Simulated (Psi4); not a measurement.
A ladder of methods for MoS2F2 (SMILES [F][Mo]([F])(=[S])=[S])

MoS2F2: 5 atoms, total charge 0, spin state singlet. SMILES: `[F][Mo]([F])(=[S])=[S]`. Geometry: optimised at PBE0/def2-TZVP.

Each level gives the HOMO–LUMO gap (eV). The values are calculated.

| level | kind | program | value (eV) | CPU time |
| --- | --- | --- | --- | --- |
| PBE-D4/def2-TZVPP (density fitting, core potential) | GGA | Psi4 | 2.39 | 52 s |
| r2SCAN-D4/def2-TZVPP (density fitting, core potential) | meta-GGA | Psi4 | 2.64 | 2.2 min |
| B3LYP-D4/def2-TZVPP (density fitting, core potential) | global hybrid | Psi4 | 3.75 | 57 s |
| PBE0-D4/def2-TZVPP (density fitting, core potential) | global hybrid | Psi4 | 4.16 | 61 s |
| wB97M-V/def2-TZVPP (density fitting, core potential) | range-separated hybrid | Psi4 | 8.15 | 2.6 min |

The values span 2.39 to 8.15 eV. Orbital gaps aren't excitation energies; they tend to grow with the share of exact exchange. CPU times are rough (shared hosts, several kinds of processor): they show what a rung costs within a factor of a few.
